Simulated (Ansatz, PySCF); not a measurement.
H8N3Si3, SMILES N1[SiH]N[SiH2]N[SiH2]1 (connectivity only; charge and spin as stated), charge +1, multiplicity 1.

Geometry optimised at ωB97X-D3(BJ)/def2-SVP. The spin state was assumed, not searched. The isomer is the one that the SMILES or the coordinates give; other isomers of the formula were not compared.

Vertical ionisation energy (IE) and electron affinity (EA) in eV. Rows of orbital energies are one-electron estimates. Where ΔSCF, EOM or ADC give a negative EA the extra electron is unbound and the value depends on the basis.

```csv
level,IE,EA
"−ε(HOMO), −ε(LUMO), ωB97X/def2-TZVP (PySCF)",(withheld),(withheld)
"−ε(HOMO), −ε(LUMO), PBE/def2-TZVP (PySCF)",10.82,6.83
"ΔSCF, PBE0/def2-SVPD (Ansatz), final states of multiplicity 2 and 2",14.08,4.28
"ΔSCF, PBE/def2-SVPD (Ansatz), final states of multiplicity 2 and 2",13.80,4.28
```

Q: What belongs in the gaps? (The exact figures need the calculation; the answer reports its results.)

A: 
- −ε(HOMO), −ε(LUMO), ωB97X/def2-TZVP (PySCF), IE: 14.55
- −ε(HOMO), −ε(LUMO), ωB97X/def2-TZVP (PySCF), EA: 3.82

Q: What vertical singlet–triplet gap does ΔSCF give with PBE0/def2-SVPD (Ansatz, a quantum-chemistry and plane-wave program) and with PBE/def2-SVPD (Ansatz)? (Estimate from the structure and the level; the computed values follow.)

A: 4.78 and 4.46 eV (triplet above singlet where positive).
